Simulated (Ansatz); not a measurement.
Computed with Ansatz on PBE0-D4/def2-TZVP structures; ΔE is electronic, products minus reactants. CCSD(T)/CBS adds triple-zeta CCSD(T) − MP2 to the extrapolated MP2 energy (def2 sets, frozen cores). DFT in def2-TZVPP. B3LYP here is the variant with VWN-RPA as its local correlation; programs differ in this. Elements past krypton have def2 core potentials. For In outer-core shells are correlated without core-valence functions, which leaves a few kJ/mol of doubt a bond. Each species was taken in one conformer, which may not be the lowest.

`ClC1=N[SiH2]1` + `[OH][InH][SH]` → `O[SiH]1N=C1Cl` + `[SH][InH2]`  (redistribution)

| level | ΔE (kJ/mol) |
| --- | --- |
| PBE-D4 | -68.9 |
| B3LYP-D4 | -76.8 |
| ωB97X-V | -78.3 |
| B2PLYP | -74.2 |
| r2SCAN | -77.1 |
| B3LYP | -75.6 |
| CCSD(T)/def2-TZVPP | -75.5 |
| HF/def2-QZVPP | -94.3 |

**Question.** What does CCSD(T)/CBS give? (Best estimate.)

**Answer.** Ansatz gave: -70.1 kJ/mol. The listed levels differ from it by 1.2, -6.7, -8.2, -4.1, -7.0, -5.5, -5.4, -24.2 kJ/mol.

Largest T1 diagnostic among the species: 0.016.

From PBE to PBE0 (25 % exact exchange), in def2-TZVPP and without D4, ΔE moves by −10.3 kJ/mol. In def2-TZVPP, CCSD(T) changes the Hartree–Fock value by +19.1 kJ/mol (the triples alone add +4.0 kJ/mol) and MP2 by +20.7 kJ/mol.
